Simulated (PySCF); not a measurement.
Ligand exchange on a metal centre used in film growth or etching (Zn Cl-OH). Isolated molecules, 0 K electronic values unless said otherwise. One relaxed conformer stands for each flexible species; it need not be the lowest.

The charge on the central atom (Mulliken) from two functionals at the same geometries (TPSS-D3(BJ)/def2-SVP), both in PySCF: PBE-D3(BJ)/def2-TZVP and TPSSh-D3(BJ)/def2-TZVP. 

| species | PBE-D3(BJ)/def2-TZVP (e) | TPSSh-D3(BJ)/def2-TZVP (e) |
|---|---|---|
| 0 of 2 Cl replaced by OH ([Zn(Cl)2]) | 0.54 | 0.62 |
| 1 of 2 Cl replaced by OH ([Zn(Cl)(OH)]) | 0.53 | 0.62 |
| 2 of 2 Cl replaced by OH ([Zn(OH)2]) | 0.50 | 0.60 |

Over these rows, drawn at random from the members with no instability flagged (it was tested for open shells, ions and some series alone), PBE minus TPSSh-D3(BJ): mean -0.09 e, from -0.10 e to -0.08 e.
